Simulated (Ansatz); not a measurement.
HgI2⁺ was relaxed with PBE0-D4 (def2-TZVP) in Ansatz in these states: charge +1 doublet, charge +1 quartet. The geometries follow in no particular order.

In the def2 sets Hg, I take a core potential; there is no spin–orbit coupling.

A:

Cartesian coordinates in Å:
```
Hg 0.000 0.000 0.000
I 2.566 -0.210 0.077
I -2.566 0.210 -0.077
```

B:

```xyz
3

Hg    0.000    0.000    0.000
I     2.322    0.169   -1.997
I    -2.322   -0.169    1.997
```

Task: Judge from the bond lengths which geometry belongs to which state (an estimate).

Result: A is the charge +1 doublet (Hg1–I3 2.576 Å, Hg1–I2 2.576 Å); B is the charge +1 quartet (Hg1–I3 3.067 Å, Hg1–I2 3.067 Å).

At PBE0-D4/def2-TZVP a doublet lies 1.93 eV below the charge +1 quartet. These are the stationary points nearest to one start from a short search; other shapes may lie lower in each state.
